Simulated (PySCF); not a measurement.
All values below come from CAM-B3LYP-D3(BJ)/def2-TZVP (PySCF 2.14.0). All species are isolated molecules in the gas phase. One relaxed conformer stands for a flexible species; it need not be the lowest. Delta-SCF ions had no search for a lower state. 

Reference species (SMILES): `BC(=C)CC#N` (neutral, multiplicity 1).

```json
{
  "S1 oscillator strength": "0.005",
  "vertical ionisation energy (Delta-SCF)": "10.91 eV"
}
```

Changed species: `B/C=C\CC#N`.

Q: Predict the effect on the S1 oscillator strength and vertical ionisation energy (Delta-SCF).

A: the S1 oscillator strength hardly moves; the vertical ionisation energy (Delta-SCF) decreases by 0.03 eV, to 10.88 eV.
